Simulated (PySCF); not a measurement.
Compound: C4H7BF2O2.
Numbering: `[CH3:1][C:2](=[O:3])[O:4][CH2:5][CH2:6][B:7]([F:8])[F:9]` (hydrogens: H10, H11, H12 on C1; H13, H14 on C5; H15, H16 on C6)

Torsions of this conformer, `[CH3:1][C:2](=[O:3])[O:4][CH2:5][CH2:6][B:7]([F:8])[F:9]`: C1–C2–O4–C5 178°, C2–O4–C5–C6 -78°, O4–C5–C6–B7 -173°, C5–C6–B7–F8 -178°.

The closed-shell ground state was solved at several levels (PySCF, density fitting, gas phase, non-relativistic). Isolated species at its PBE0-D3(BJ)/def2-SVP geometry (one conformer only).

```
            level  basis functions  total energy (Eh)  HOMO (eV)  LUMO (eV)  gap (eV)  dipole (D)
wB97X-D/def2-SVPD              248          -531.2448     -10.17       1.73     11.90        2.60
    PBE0/pcSseg-1              188          -531.1577      -8.11       0.18      8.29        2.49
      B3LYP/pcJ-1              313          -531.7964      -7.83      -0.10      7.73        2.47
```

Q: Estimate the row for KT2/pcSseg-1, a basis of 188 functions; the other rows only guide the guess.

A: Total energy -539.6809 Eh, HOMO -6.58 eV, LUMO -0.88 eV, gap 5.70 eV, dipole 2.38 D.

Q: Over all these levels, which gives the widest orbital gap and which the narrowest?

A: wB97X-D/def2-SVPD (range-separated hybrid) has the widest, 11.90 eV, and KT2/pcSseg-1 (GGA) the narrowest, 5.70 eV. Functional and basis both differ between the two, so the spread mixes both effects.

Q: How far do the dipole and the HOMO energy spread over the levels?

A: The dipole runs from 2.38 to 2.60 D (mean 2.48 D) and the HOMO from -10.17 to -6.58 eV.

Note: wB97X-D ran without an empirical dispersion term, which enters the total energy and its gradient alone.
